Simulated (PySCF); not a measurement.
SbH2Cl, SMILES [Cl][SbH2].

Coordinates come from a PBE0-D3(BJ)/def2-TZVP optimisation. The def2 effective core potentials stand for the cores of Sb; spin–orbit coupling is left out.

All values below come from r2SCAN/def2-TZVPD (PySCF).

Symmetry labels are those of the subgroup Cs that the program uses (full group Cs).

Q: List the valence orbital energies around the gap with their symmetry. (An estimate is asked for; the answer gives what the named calculation found.)

A: 
```json
[
 {"orbital": "HOMO−7", "symmetry": "A'", "energy (eV)": "-34.42"},
 {"orbital": "HOMO−6", "symmetry": "A'", "energy (eV)": "-20.93"},
 {"orbital": "HOMO−5", "symmetry": "A'", "energy (eV)": "-15.06"},
 {"orbital": "HOMO−4", "symmetry": "A'", "energy (eV)": "-9.71"},
 {"orbital": "HOMO−3", "symmetry": "A\"", "energy (eV)": "-9.44"},
 {"orbital": "HOMO−2", "symmetry": "A'", "energy (eV)": "-8.43"},
 {"orbital": "HOMO−1", "symmetry": "A\"", "energy (eV)": "-7.71"},
 {"orbital": "HOMO", "symmetry": "A'", "energy (eV)": "-6.89"},
 {"orbital": "LUMO", "symmetry": "A'", "energy (eV)": "-2.34"},
 {"orbital": "LUMO+1", "symmetry": "A\"", "energy (eV)": "-1.03"},
 {"orbital": "LUMO+2", "symmetry": "A'", "energy (eV)": "-0.31"},
 {"orbital": "LUMO+3", "symmetry": "A'", "energy (eV)": "1.36"}
]
```
